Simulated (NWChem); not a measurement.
Species: C₂H₃NO₂Si; SMILES N1C([SiH2]OC=1)=O

```xyz
9

O     -0.2915     2.1884     0.0000
C      0.0101     1.0268     0.0000
N      1.3366     0.5457     0.0000
C      1.3841    -0.7362     0.0000
O      0.3158    -1.5385     0.0000
Si    -1.1117    -0.5594     0.0000
H      2.3406    -1.2756     0.0000
H     -1.8891    -0.8404     1.2330
H     -1.8891    -0.8404    -1.2330
```
Atoms are numbered in this order, from 1.

Computed with NWChem. Pople sets run with spherical d functions. Geometry: optimised at PBE0/def2-SVP. B3LYP is NWChem's, with the RPA form of VWN correlation. Atomic charges in e: unrestrained fits to the electrostatic potential beside Mulliken populations; buried atoms are poorly determined by the fit.

For level B3LYP/def2-SVP:

Mulliken O1: -0.16
Mulliken C2: -0.03
Mulliken N3: -0.16
Mulliken C4: 0.22
Mulliken O5: -0.39

Q: What are these values for level Hartree-Fock/6-31G*?

A: 
| Quantity | Result |
|---|---|
| Mulliken O1 | -0.51 |
| Mulliken C2 | 0.41 |
| Mulliken N3 | -0.54 |
| Mulliken C4 | 0.42 |
| Mulliken O5 | -0.75 |
